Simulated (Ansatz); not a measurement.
Cost and result for the atomization energy of `[SiH3]BBr` (7 atoms, 6 bonds).

Total charge 0; spin multiplicity 1. Correlated methods include outer-core shells of Br, which these sets cover unevenly. Scalar relativity is left out up to krypton. Geometry: relaxed with PBE0-D4/def2-TZVP. Program: Ansatz. All runs use 2 threads of an Arm Neoverse V1 on a shared host. Times are those of one run each, without the atoms' runs, and a repeat can differ threefold. Electronic energies, without spin–orbit coupling; frozen cores. CCSD(T)/CBS adds CCSD(T) − MP2 in def2-TZVPP to the MP2 limit, and its time is that of the two runs behind it. T1 = 0.012. With those shells the extrapolation isn't a true limit.

CCSD(T)/CBS is a level of theory with its own doubt, some kJ/mol a heavy atom from the limit and from the frozen cores, so smaller differences don't rank the functionals.

```json
{"level": "LDA (SPW92)/def2-TZVPP", "functions": "177", "wall time": "1.2 s"}
{"level": "revPBE-D4/def2-TZVPP", "functions": "177", "wall time": "2 s"}
{"level": "BLYP-D4/def2-TZVPP", "functions": "177", "wall time": "2 s"}
{"level": "CCSD(T)/def2-SVP", "functions": "84", "wall time": "2.8 s"}
{"level": "CAM-B3LYP-D4/def2-TZVPP", "functions": "177", "wall time": "3.3 s"}
{"level": "r2SCAN-D4/def2-TZVPP (with forces)", "functions": "177", "wall time": "4.8 s"}
{"level": "B2PLYP/def2-TZVPP", "functions": "177", "wall time": "5 s"}
{"level": "PBE-QIDH/def2-TZVPP", "functions": "177", "wall time": "5.5 s"}
{"level": "ωB97X-V/def2-TZVPP", "functions": "177", "wall time": "8.5 s"}
{"level": "ωB97M-V/def2-TZVPP (with forces)", "functions": "177", "wall time": "11 s"}
{"level": "MP2/def2-QZVPP", "functions": "336", "wall time": "16 s"}
{"level": "CCSD(T)/def2-TZVPP", "functions": "177", "wall time": "47 s"}
{"level": "CCSD(T)/CBS(def2)", "functions": "–", "wall time": "63 s"}
```

Task: What atomization energy does each give, and how far from CCSD(T)/CBS? (An estimate is asked.)

Result: The calculation gave: 
```json
{"level": "LDA (SPW92)/def2-TZVPP", "atomization (kcal/mol)": "546.2", "difference from CCSD(T)/CBS": "54.6", "per bond": "9.1"}
{"level": "revPBE-D4/def2-TZVPP", "atomization (kcal/mol)": "482.8", "difference from CCSD(T)/CBS": "-8.8", "per bond": "-1.5"}
{"level": "BLYP-D4/def2-TZVPP", "atomization (kcal/mol)": "485.4", "difference from CCSD(T)/CBS": "-6.2", "per bond": "-1.0"}
{"level": "CCSD(T)/def2-SVP", "atomization (kcal/mol)": "464.0", "difference from CCSD(T)/CBS": "-27.6", "per bond": "-4.6"}
{"level": "CAM-B3LYP-D4/def2-TZVPP", "atomization (kcal/mol)": "491.4", "difference from CCSD(T)/CBS": "-0.2", "per bond": "0.0"}
{"level": "r2SCAN-D4/def2-TZVPP (with forces)", "atomization (kcal/mol)": "494.7", "difference from CCSD(T)/CBS": "3.1", "per bond": "0.5"}
{"level": "B2PLYP/def2-TZVPP", "atomization (kcal/mol)": "485.1", "difference from CCSD(T)/CBS": "-6.5", "per bond": "-1.1"}
{"level": "PBE-QIDH/def2-TZVPP", "atomization (kcal/mol)": "488.5", "difference from CCSD(T)/CBS": "-3.1", "per bond": "-0.5"}
{"level": "ωB97X-V/def2-TZVPP", "atomization (kcal/mol)": "493.9", "difference from CCSD(T)/CBS": "2.3", "per bond": "0.4"}
{"level": "ωB97M-V/def2-TZVPP (with forces)", "atomization (kcal/mol)": "490.7", "difference from CCSD(T)/CBS": "-0.9", "per bond": "-0.2"}
{"level": "MP2/def2-QZVPP", "atomization (kcal/mol)": "487.9", "difference from CCSD(T)/CBS": "-3.7", "per bond": "-0.6"}
{"level": "CCSD(T)/def2-TZVPP", "atomization (kcal/mol)": "479.5", "difference from CCSD(T)/CBS": "-12.1", "per bond": "-2.0"}
{"level": "CCSD(T)/CBS(def2)", "atomization (kcal/mol)": "491.6", "difference from CCSD(T)/CBS": "0.0", "per bond": "0.0"}
```

From BLYP to BHLYP (50 % exact exchange), in def2-TZVPP and without D4, the atomization energy moves by +2.7 kcal/mol. The D4 term adds +5.1 kcal/mol with B3LYP and +2.7 kcal/mol with PBE0; it sums over pairs of atoms, weighted by their polarisabilities, and B3LYP, whose exchange is more repulsive, gets the larger term. Leaving LDA and LC-ωPBE aside and taking each functional with its dispersion term where it has one, the values spread over 11.8 kcal/mol, from revPBE-D4 to r2SCAN-D4. LDA lies +58.0 kcal/mol from PBE without D4, its usual overbinding.

B3LYP here is the variant with VWN-RPA as its local correlation; programs differ in this.
